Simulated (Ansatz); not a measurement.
Basis sets compared for `FC(F)(F)c1cnc(-c2cnc(-c3cnc(C(F)(F)F)s3)s2)s1`. The state is a singlet with charge 0. Geometry r2SCAN-D4/def2-SVP. Ansatz on 2 threads of AMD EPYC 7R13 on a shared host and a share (18 GiB) of an NVIDIA H100 80GB HBM3; times are rough, and most runs start from earlier orbitals.

```xyz
26

F     4.519    2.029    5.080
C     4.335    2.598    3.879
F     3.996    3.883    4.077
F     5.516    2.602    3.238
C     3.289    1.858    3.114
C     2.574    0.752    3.518
N     1.675    0.272    2.623
C     1.674    0.986    1.519
C     0.827    0.722    0.385
C     0.719    1.386   -0.831
N    -0.183    0.890   -1.704
C    -0.798   -0.164   -1.205
C    -1.814   -0.889   -1.930
C    -2.279   -0.602   -3.208
N    -3.242   -1.431   -3.683
C    -3.538   -2.350   -2.810
C    -4.570   -3.427   -3.027
F    -5.136   -3.313   -4.221
F    -4.013   -4.647   -2.930
F    -5.531   -3.362   -2.089
S    -2.649   -2.278   -1.310
S    -0.288   -0.609    0.413
S     2.811    2.329    1.521
H     2.699    0.270    4.490
H     1.312    2.264   -1.102
H    -1.905    0.230   -3.806
```

Single mean-field runs in def2-TZVP are fitted with def2-universal-jkfit.

Binding counts from free atoms (F doublet, C triplet, N quartet, S triplet, H doublet) in the same basis, without a counterpoise term.

| level | functions | energy (Eh) | HOMO (eV) | LUMO (eV) | binding per atom (eV) | wall time |
| --- | --- | --- | --- | --- | --- | --- |
| PBE-D4/def2-SVP | 349 | -2375.9368 | -5.94 | -3.61 | 5.38 | 13 s |
| PBE0-D4/def2-SVP | 349 | -2376.0223 | -6.92 | -3.09 | 5.14 | 13 s |

Estimate the rows for PBE-D4/def2-TZVP, PBE0-D4/def2-TZVP.


```json
{"level": "PBE-D4/def2-TZVP", "functions": "749", "energy (Eh)": "-2377.7148", "HOMO (eV)": "-5.99", "LUMO (eV)": "-3.73", "binding per atom (eV)": "5.27", "wall time": "15 s"}
{"level": "PBE0-D4/def2-TZVP", "functions": "749", "energy (Eh)": "-2377.7959", "HOMO (eV)": "-6.87", "LUMO (eV)": "-3.12", "binding per atom (eV)": "5.05", "wall time": "14 s"}
```
